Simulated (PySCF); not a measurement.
**A ladder for the ionisation energy of Kr²⁺**

Kr²⁺ [Ar] 3d10 4s2 4p4 (3P) → Kr³⁺ [Ar] 3d10 4s2 4p3 (4S). Scalar values calculated with PySCF 2.14 in x2c-QZVPPall (spin-free X2C; valence: [Ar] 3d10 frozen; valence and next inner shell: [Ne] frozen). The spin-orbit shift comes from two-component X2C-1e calculations (generalised Hartree-Fock, GHF, and MP2 on its spinors, GMP2) in x2c-QZVPPall-2c: GMP2 gives 35.337 eV without and 35.590 eV with screened spin-orbit coupling, a shift of 0.253 eV (GHF: 0.264 eV). Sums use unrounded values; where a UHF row is shifted, it takes the GHF shift.

| method | scalar (eV) | plus spin-orbit shift (eV) | error (eV) |
| --- | --- | --- | --- |
| UHF | 34.333 | 34.597 | -1.241 |
| MP2 (valence) | 35.173 | 35.426 | -0.412 |
| SCS-MP2 (valence) | 35.271 | 35.524 | -0.314 |
| CCSD (valence) | 35.303 | 35.556 | -0.282 |
| CCSD(T) (valence) | 35.331 | 35.584 | -0.254 |
| LDA | 35.843 | 36.096 | 0.258 |
| PBE | 35.524 | 35.777 | -0.061 |
| PBE0 | 35.542 | 35.795 | -0.043 |
| r2SCAN | 35.623 | 35.876 | 0.038 |
| CAM-B3LYP | 35.742 | 35.995 | 0.157 |
| M06 | 35.416 | 35.669 | -0.169 |
| revPBE | 35.443 | 35.696 | -0.142 |
| B2PLYP | 35.487 | 35.740 | -0.098 |
| ROHF | 34.209 | 34.463 | -1.375 |
| MP2 (valence and next inner shell) | 35.316 | 35.569 | -0.269 |
| SCS-MP2 (valence and next inner shell) | 35.368 | 35.622 | -0.216 |

Reference: 35.838 ± 0.02 eV (measured; NIST Atomic Spectra Database, ionization energies).

The errors of the correlated levels include the incompleteness of the basis and the frozen core, so a lower level can come closer by cancellation.
